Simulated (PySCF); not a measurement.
# Frontier orbitals and the lowest excitations

Compound: C₈H₇FO₂.
Bonds: O1–C2 (double), C2–O3, C2–C4, C4–C5, C5–C6 (aromatic), C6–C7 (aromatic), C7–C8 (aromatic), C8–C9 (aromatic), C9–F10, C9–C11 (aromatic), C5–C11 (aromatic). Hydrogens: H12 on O3; H13, H14 on C4; H15 on C6; H16 on C7; H17 on C8; H18 on C11.

Method used: PySCF, TDDFT CAM-B3LYP/def2-SVPD, vertical, gas phase, core orbitals frozen in the response. Geometry: PBE0-D3(BJ)/def2-SVP, one conformer, isolated molecule. Torsions of this conformer, `[O:1]=[C:2]([OH:3])[CH2:4][c:5]1[cH:6][cH:7][cH:8][c:9]([F:10])[cH:11]1`: O1–C2–C4–C5 -80°, C2–C4–C5–C6 -124°, H–O3–C2–O1 1°.

Kohn–Sham orbitals with the atoms that hold most of them (Löwdin shares over 4%, at most four atoms; ? is withheld):

```csv
orbital,ε (eV),atoms
HOMO-3,-11.14,"O1 45%, O3 37%, C2 12%"
HOMO-2,-9.95,"O1 63%, O3 10%, C4 8%, C2 8%"
HOMO-1,-8.82,"C11 24%, C7 20%, C5 15%, C8 14%"
HOMO,-8.53,?
LUMO,?,?
LUMO+1,0.63,"C6 18%, C9 16%, C7 15%, C11 10%"
LUMO+2,0.95,"O3 30%, H12 14%, C2 14%, O1 10%"
```

Question: Give the leading atoms of the LUMO.

Answer: C5 (bonded to 3 C) 16%; C8 (bonded to 2 C and H) 15%; C11 (bonded to 2 C and H) 13%; C7 (bonded to 2 C and H) 13%.

Question: Which atoms hold the HOMO, and with what shares?

Answer: C6 (bonded to 2 C and H) 23%; C9 (bonded to 2 C and F) 18%; C8 (bonded to 2 C and H) 14%; C5 (bonded to 3 C) 12%.

Question: What is the LUMO energy, and the HOMO–LUMO gap?

Answer: ε(LUMO) = 0.21 eV; the gap is 8.74 eV (0.3211 hartree).

Question: The HOMO–LUMO gap is 8.74 eV. Where does the response calculation put the lowest singlet, and from which orbitals?

Answer: S1 is at 5.33 eV (f = 0.018), 3.41 eV below the gap, made of HOMO→LUMO (57%), HOMO-1→LUMO+1 (22%), HOMO→LUMO+1 (9%). Without the coupling terms of the response equations the lowest excitation would equal the gap.

Next come S2 at 5.78 eV (f 0.021), HOMO-2→LUMO+3 (32%), HOMO-2→LUMO (18%), HOMO-1→LUMO (12%); S3 at 6.07 eV (f 0.011), HOMO-1→LUMO (39%), HOMO→LUMO+1 (24%); S4 at 6.80 eV (f 0.284), HOMO→LUMO+1 (50%), HOMO-1→LUMO (36%); S5 at 6.84 eV (f 0.369), HOMO-1→LUMO+1 (44%), HOMO→LUMO (19%), HOMO→LUMO+3 (11%).

The run took 35 s wall, 82 s CPU on an AMD EPYC 9R45 with 2 threads, no GPU (shared host), and the process peaked at 1.9 GiB of memory.
